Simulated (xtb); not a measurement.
xtb input (GFN2-xTB):

```bash
xtb mol.xyz --gfn 2 --sp --chrg -1 --uhf 0
```
mol.xyz:
```
10

Si    -0.22078751     0.10671787     0.57944689
N     -0.34037327     1.46999674    -0.64427786
N     -0.78974348    -1.39884173    -0.29103048
N      1.55287141    -0.25793963     0.35090049
H     -1.26543816     1.88773529    -0.68002190
H     -0.07822813     1.21219215    -1.59917391
H     -0.55690899    -1.41786931    -1.28689151
H     -1.79254345    -1.52645618    -0.21641938
H      2.08835410     0.58235218     0.15771451
H      1.73650730    -0.92451186    -0.39660912
```

End of the output:

```
         :::::::::::::::::::::::::::::::::::::::::::::::::::::
         ::                     SUMMARY                     ::
         :::::::::::::::::::::::::::::::::::::::::::::::::::::
         :: total energy             -13.682198351648 Eh    ::
         :: gradient norm              0.020959930114 Eh/a0 ::
         :: HOMO-LUMO gap              4.438313265079 eV    ::
         ::.................................................::
         :: SCC energy               -13.808744482650 Eh    ::
         :: -> isotropic ES            0.193622017928 Eh    ::
         :: -> anisotropic ES         -0.011423949144 Eh    ::
         :: -> anisotropic XC          0.003132530333 Eh    ::
         :: -> dispersion             -0.006430064510 Eh    ::
         :: repulsion energy           0.126546131001 Eh    ::
         :: add. restraining           0.000000000000 Eh    ::
         :: total charge              -1.000000000000 e     ::
         :::::::::::::::::::::::::::::::::::::::::::::::::::::

           -------------------------------------------------
          |                Property Printout                |
           -------------------------------------------------

    * Orbital Energies and Occupations

         #    Occupation            Energy/Eh            Energy/eV
      -------------------------------------------------------------
         1        2.0000           -0.4272576             -11.6263
         2        2.0000           -0.3676042             -10.0030
         3        2.0000           -0.3588934              -9.7660
         4        2.0000           -0.3248986              -8.8409
         5        2.0000           -0.2939865              -7.9998
         6        2.0000           -0.2887013              -7.8560
         7        2.0000           -0.2718032              -7.3961
         8        2.0000           -0.2129307              -5.7941
         9        2.0000           -0.1948855              -5.3031
        10        2.0000           -0.1650170              -4.4903
        11        2.0000           -0.1345984              -3.6626
        12        2.0000           -0.1315118              -3.5786
        13        2.0000           -0.0665843              -1.8119 (HOMO)
        14                          0.0965207               2.6265 (LUMO)
        15                          0.0990060               2.6941
        16                          0.2359770               6.4213
        17                          0.2774327               7.5493
        18                          0.2980515               8.1104
        19                          0.3106951               8.4544
        20                          0.3273894               8.9087
        21                          0.3518791               9.5751
        22                          0.3949319              10.7466
        23                          0.4317770              11.7493
        24                          0.4422252              12.0336
       ...                                ...                  ...
        27                          0.7559586              20.5707
      -------------------------------------------------------------
                  HL-Gap            0.1631050 Eh            4.4383 eV
             Fermi-level            0.0149682 Eh            0.4073 eV

     #   Z          covCN         q      C6AA      α(0)
     1  14 Si       2.441     0.241   187.899    29.944
     2   7 N        2.532    -0.509    33.617     8.611
     3   7 N        2.533    -0.503    33.440     8.588
     4   7 N        2.534    -0.506    33.534     8.600
     5   1 H        0.860     0.034     2.552     2.502
     6   1 H        0.860     0.051     2.323     2.388
     7   1 H        0.860     0.052     2.305     2.378
     8   1 H        0.860     0.032     2.576     2.514
     9   1 H        0.860     0.047     2.378     2.416
    10   1 H        0.860     0.060     2.212     2.330

 Mol. C6AA /au·bohr⁶  :       1582.651731
 Mol. C8AA /au·bohr⁸  :      51137.656548
 Mol. α(0) /au        :         70.270726

Wiberg/Mayer (AO) data.
largest (>0.10) Wiberg bond orders for each atom

 ---------------------------------------------------------------------------
     #   Z sym  total        # sym  WBO       # sym  WBO       # sym  WBO
 ---------------------------------------------------------------------------
     1  14 Si   2.565 --     4 N    0.868     3 N    0.857     2 N    0.851
     2   7 N    2.909 --     5 H    1.004     6 H    0.985     1 Si   0.851
     3   7 N    2.916 --     8 H    1.006     7 H    0.986     1 Si   0.857
     4   7 N    2.922 --     9 H    1.002    10 H    0.989     1 Si   0.868
     5   1 H    0.999 --     2 N    1.004
     6   1 H    0.997 --     2 N    0.985
     7   1 H    0.997 --     3 N    0.986
     8   1 H    0.999 --     3 N    1.006
     9   1 H    0.998 --     4 N    1.002
    10   1 H    0.996 --     4 N    0.989
 ---------------------------------------------------------------------------

Topologies differ in total number of bonds
Writing topology from bond orders to xtbtopo.mol

molecular dipole:
                 x           y           z       tot (Debye)
 q only:       -0.378       0.162       0.455
   full:       -0.275       0.034      -1.549       4.000
molecular quadrupole (traceless):
                xx          xy          yy          xz          yz          zz
 q only:       -0.686      -0.537      -4.161      -2.541       1.758       4.847
  q+dip:        1.991      -0.082      -4.742      -1.347       1.588       2.751
   full:        3.035       0.321      -4.272      -0.404       1.310       1.237

           -------------------------------------------------
          | TOTAL ENERGY              -13.682198351648 Eh   |
          | GRADIENT NORM               0.020959930114 Eh/α |
          | HOMO-LUMO GAP               4.438313265079 eV   |
           -------------------------------------------------

------------------------------------------------------------------------
------------------------------------------------------------------------
 total:
 SCF:
Note: The following floating-point exceptions are signalling: IEEE_UNDERFLOW_FLAG IEEE_DENORMAL
normal termination of xtb
```

It need not be the lowest isomer of its formula. Whether it binds its extra electron was not tested at this geometry.
